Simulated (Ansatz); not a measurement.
`C[N](C)[Al]([Cl])[Cl]` + `OC(S)=[Se]` → `COC(S)=[Se]` + `C[NH][Al]([Cl])[Cl]`  (substitution at a C–N bond)

Calculated with Ansatz (gas phase, PBE0-D4/def2-TZVP geometries, no zero-point term in ΔE). CCSD(T)/CBS is the MP2 limit (def2-TZVPP, def2-QZVPP) plus CCSD(T) − MP2 in def2-TZVPP, frozen cores. DFT in def2-TZVPP. For Se outer-core shells are correlated without core-valence functions, which leaves a few kJ/mol of doubt a bond. Scalar relativity is left out up to krypton. One conformer a species, not always the lowest.

`C[N](C)[Al]([Cl])[Cl]`:

Cartesian coordinates in Å:
```
C -0.453 -0.907 1.006
N 0.030 0.001 -0.009
C -1.016 0.842 -0.546
Al 1.702 0.076 -0.532
Cl 2.285 1.427 -2.009
Cl 3.128 -1.187 0.317
H -1.228 -1.574 0.605
H -0.893 -0.361 1.851
H 0.357 -1.528 1.392
H -1.477 1.454 0.240
H -0.622 1.517 -1.309
H -1.812 0.241 -1.005
```

`OC(S)=[Se]`:

Cartesian coordinates in Å:
```
O 0.241 1.384 -0.129
C -0.050 0.100 0.039
S 1.107 -0.865 -0.821
Se -1.429 -0.479 1.010
H -0.423 1.891 0.363
H 0.554 -2.032 -0.462
```

`COC(S)=[Se]`:

Cartesian coordinates in Å:
```
C 0.367 -0.691 -1.283
O -0.442 0.249 -0.581
C -0.243 0.420 0.710
S -1.376 1.621 1.272
Se 0.966 -0.421 1.722
H 0.018 -0.655 -2.312
H 0.238 -1.687 -0.857
H 1.418 -0.407 -1.212
H -0.947 1.572 2.541
```

`C[NH][Al]([Cl])[Cl]`:

```xyz
9

C    -0.197   -0.049   -1.320
N    -0.553   -0.160    0.080
Al    0.448    0.120    1.486
Cl    2.436    0.697    1.251
Cl   -0.353   -0.125    3.393
H     0.849    0.249   -1.416
H    -0.800    0.704   -1.839
H    -0.315   -1.001   -1.850
H    -1.514   -0.437    0.215
```

```json
{"level": "r2SCAN", "ΔE (kJ/mol)": "12.0"}
{"level": "RPA@PBE/def2-TZVPP", "ΔE (kJ/mol)": "10.1"}
```

Q: What does CCSD(T)/CBS give? (Best estimate.)

A: Computed: +10.2 kJ/mol. The listed levels differ from it by 1.8, -0.1 kJ/mol.

Largest T1 diagnostic among the species: 0.017.

In def2-TZVPP, CCSD(T) changes the Hartree–Fock value by +7.8 kJ/mol (the triples alone add +0.5 kJ/mol) and MP2 by +8.8 kJ/mol. At CCSD(T), def2-SVP lies +5.2 kJ/mol from the extrapolated value and def2-TZVPP +1.0 kJ/mol. Leaving LDA and LC-ωPBE aside and taking each functional with its dispersion term where it has one, the values, not all of them listed here, spread over 6.6 kJ/mol, from BHLYP-D4 to revPBE-D4. LDA lies +5.1 kJ/mol from PBE without D4.

CCSD(T)/CBS has its own doubt, a few kJ/mol and more with outer-core shells, so smaller differences from it don't rank the levels.
